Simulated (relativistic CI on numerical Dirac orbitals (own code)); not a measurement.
# Te XXXI: q coefficients and field-shift factors

Computed by Dirac-Coulomb-Breit CI, KLI orbitals optimised for each configuration, derivatives by finite differences, unscaled Slater integrals, QED left out (own radial code, finite nucleus).

CI space (outside the closed core [Ne] 3s2): 3p6 3d4, 3p5 3d5, 3p6 3d3 4p, 3p6 3d2 4s 4p, 3p6 3d2 4s2, 3p6 3d 4s2 4p. Double excitations out of closed p, d and f shells are left out; levels of such configurations are missing from the list, as are those of other unlisted configurations, and high levels can miss mixing partners.

With x = (α/α₀)² − 1 an excitation energy changes as ω = ω₀ + qx; K = 2q/ω₀ is the relative enhancement. Terms are leading LS components, so labels can repeat. The field-shift factor is F = δν/δ⟨r²⟩ for the transition from the lowest level.

Lowest level 3p6 3d4 5D_0.

```csv
Level,ω₀ (cm⁻¹),q (cm⁻¹),K,F (GHz/fm²)
3p6 3d4 5D_1,57805,94090,3.26,0.75
3p6 3d4 5D_2,96650,134400,2.78,1.1
3p6 3d4 5D_3,119786,141700,2.37,1.2
3p6 3d4 5D_4,121073,104600,1.73,0.957
3p6 3d4 5D_0,175868,170500,1.94,1.5
3p6 3d4 3H_4,181789,175600,1.93,1.56
3p6 3d4 3G_3,206836,157800,1.53,1.48
3p6 3d4 3F_2,210766,146000,1.39,1.41
3p6 3d4 3H_5,218797,177500,1.62,1.65
3p6 3d4 3P_1,230795,191500,1.66,1.76
3p6 3d4 3H_6,232211,179600,1.55,1.69
3p6 3d4 3G_4,257750,187700,1.46,1.79
3p6 3d4 3D_2,267650,187500,1.4,1.81
```

At this charge energies of transitions that change n are usually good to better than 1 %, and those within a shell (Δn = 0) to a few per cent. Terms inside the open d or f shell come out 10 to 20 % too wide with unscaled integrals.
